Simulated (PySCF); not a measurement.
## SnH at TPSSh

Level: TPSSh. PySCF, scalar-relativistic core potentials, basis sets Sn def2-SVP with ECP28, H def2-SVP.

```json
{
 "state": "²Π (doublet), unpaired electrons π ↑",
 "bond length": "1.790 Å",
 "harmonic wavenumber": "1704 cm⁻¹",
 "force constant": "1.71 mdyn/Å",
 "rotational constant Be": "5.264 cm⁻¹",
 "anharmonicity ωexe": "25.4 cm⁻¹",
 "vibration–rotation constant αe": "0.130 cm⁻¹",
 "well depth De to Sn + H": "2.76 eV",
 "dissociation energy D0": "2.66 eV",
 "bond order (Mayer)": "0.94",
 "dipole moment (positive dipole means Sn(−)H(+))": "-0.51 D"
}
```

Spin–orbit coupling is left out, which matters for elements this heavy, above all for dissociation energies. The state is the lowest determinant that a PBE0 search found; another state may lie lower at other levels.
